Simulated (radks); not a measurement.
Task: Coherent X-ray form factor from a spherical all-electron density. Method: scalar-relativistic Kohn-Sham, revPBE, spin-polarised, spherical densities, point nucleus; computed with a radial shooting solver on a logarithmic mesh with Libxc functionals.

| sin(theta)/lambda (1/angstrom) | f0 (electrons) |
|---|---|
| 0.05 | 54.307 |
| 0.1 | 52.375 |
| 0.15 | 49.582 |
| 0.2 | 46.383 |
| 0.25 | 43.166 |
| 0.3 | 40.171 |
| 0.4 | 35.128 |
| 0.5 | 31.129 |
| 0.6 | 27.778 |
| 0.8 | 22.467 |
| 1 | 18.866 |
| 1.25 | 15.965 |
| 1.5 | 13.738 |
| 2 | 9.834 |

The species is in the configuration that NIST lists as its ground one. Which atom or ion scatters so?

Result: The cerium ion Ce3+, [Xe] 4f1. Extrapolating in s^2 from the first two rows gives f0(0) = 55.0, near the electron count 55; among species with that count, the fall with angle is slower the higher Z, and the table is that of Z = 58; from so few rows the species is fixed only to a neighbour or two.
